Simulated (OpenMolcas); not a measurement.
d6 ions of charge +4 down a group with 6 fluoride ligands in octahedral coordination

```json
{"Program": "OpenMolcas 26.06", "Method": "SS-CASPT2, IPEA 0.25 Eh, imaginary shift 0.1 Eh", "Spin-orbit coupling": "state interaction with AMFI integrals over the reference wave functions"}
```

The d shell is active; CASPT2 correlates the ligand valence shells and the outer metal core. Anionic complexes are neutralised by point charges behind the ligands. Distances were set from a Shannon-type radius of the metal (high-spin where two are listed) plus a fixed donor radius (F 1.31 Å). Ligand basis ANO-RCC-VDZP, DKH2 Hamiltonian. States (labels of O, the rotations of Oh). Energies in cm-1 above the lowest state or level, χT in cm3 K/mol. Spin-only χT is S(S+1) / 2 for the spin of the ground state.

| Ion | Shell | R (Å) | Metal basis | Outer charge (e at Å behind ligand) | Ground state | First state of that spin | First gap with spin-orbit (degeneracies) | χT at 300 K | First state of another spin | Spin-only χT |
| --- | --- | --- | --- | --- | --- | --- | --- | --- | --- | --- |
| Pd4+ | 4d6 | 1.93 | ANO-RCC-VDZP | 0.33 at 2.6 | 1A1 | 23350 | 19390 (1, 2) | 0.017 | 2S+1 = 3: 20080 | 0.000 |
| Pt4+ | 5d6 | 1.94 | ANO-RCC-VTZP | 0.33 at 2.6 | 1A1 | 28280 | 22120 (1, 2) | 0.018 | 2S+1 = 3: 24600 | 0.000 |

The rows also differ in their metal basis, so part of each step comes from that.

Below the highest spin of the shell: Pd4+, Pt4+. χT departs most from the spin-only value for Pt4+, by +0.018 cm3 K/mol.

Roots that are degenerate in the reference are averaged as groups; the widest CASPT2 spread within a group is 1100 cm-1 (the 3-fold group of multiplicity 1 near 71800 cm-1 above the lowest state of its run, Pt4+). Shifts and gaps below about the spread of the groups concerned are not significant. Over all roots computed the reference weight is 0.61 to 0.67 in Pd4+, 0.66 to 0.69 in Pt4+; the roots of lowest weight are the least certain, and an intruder state may touch them. Ligand-to-metal charge-transfer states are missing. With no ligand orbital active B as a rule stays too high, so bands that hang on it stand too high and its fall with covalency is understated. With one d shell and no ligand orbital active, 10Dq can be off by a tenth or more. The least metal-like active orbital is 65 % on the metal (Löwdin) and no ligand orbital is active, so the numbers are rough, and ground spin, moment and any spin crossover can be artefacts of this space; highly charged d ions in such sites are as a rule low spin (holds for Pd4+). The least metal-like active orbital is 70 % on the metal (Löwdin) and no ligand orbital is active, so the numbers are rough, and ground spin, moment and any spin crossover can be artefacts of this space; highly charged d ions in such sites are as a rule low spin (holds for Pt4+). No measured value stands beside these numbers; the geometry was imposed, not optimised, and the real ion may take another.

A state without a sure symmetry label is named by its multiplicity alone.
